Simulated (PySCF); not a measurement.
Vertical excitations of a molecule C4H13NSi from TDA-CAM-B3LYP/def2-SVPD in PySCF, as energy in eV (oscillator strength): 5.88 (0.006), 6.76 (0.009), 6.78 (0.007), 6.99 (0.010), 7.11 (0.037), 7.48 (0.066). Lowest triplet (TDA): 5.65 eV. Coordinates come from a B3LYP-D3(BJ)/def2-SVP optimisation. One conformer was computed; it need not be the lowest.

### Question
Pick the molecule that these values belong to.
A. CCC[SiH2]CN
B. CCC[SiH2]NC
C. CCN[C@H](C)[SiH3]
D. C[C@@H]([SiH3])CCN

### Answer
C, CCN[C@H](C)[SiH3]
